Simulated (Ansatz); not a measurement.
Compare A (`BOC[SiH2]Cl`) with its isomer B (`CB(Cl)[SiH2]O`).

Computed with Ansatz on PBE0-D4/def2-TZVP structures; ΔE is electronic, products minus reactants. CCSD(T)/CBS adds triple-zeta CCSD(T) − MP2 to the extrapolated MP2 energy (def2 sets, frozen cores). DFT in def2-TZVPP. B3LYP here is the variant with VWN-RPA as its local correlation; programs differ in this. One conformer a species, not always the lowest.

(1) Which is lower in electronic energy at CCSD(T)/CBS, and by how much? (An estimate is asked.)

(2) Give E(B) − E(A) in kcal/mol with CCSD/def2-TZVPP, r2SCAN-D4, PBE-D4, ωB97M-V, B2PLYP, B3LYP, HF/def2-TZVPP. (Best estimate.)

Largest T1 diagnostic: 0.013.

Results:

(1) Computed: B, by 9.4 kcal/mol.

(2) The calculation gave: CCSD/def2-TZVPP -8.8, r2SCAN-D4 -10.5, PBE-D4 -10.5, ωB97M-V -7.9, B2PLYP -8.0, B3LYP -7.6, HF/def2-TZVPP -5.4. None reverses the order clearly.

In def2-TZVPP, CCSD(T) changes the Hartree–Fock value by −3.6 kcal/mol (the triples alone add −0.2 kcal/mol) and MP2 by −4.2 kcal/mol.
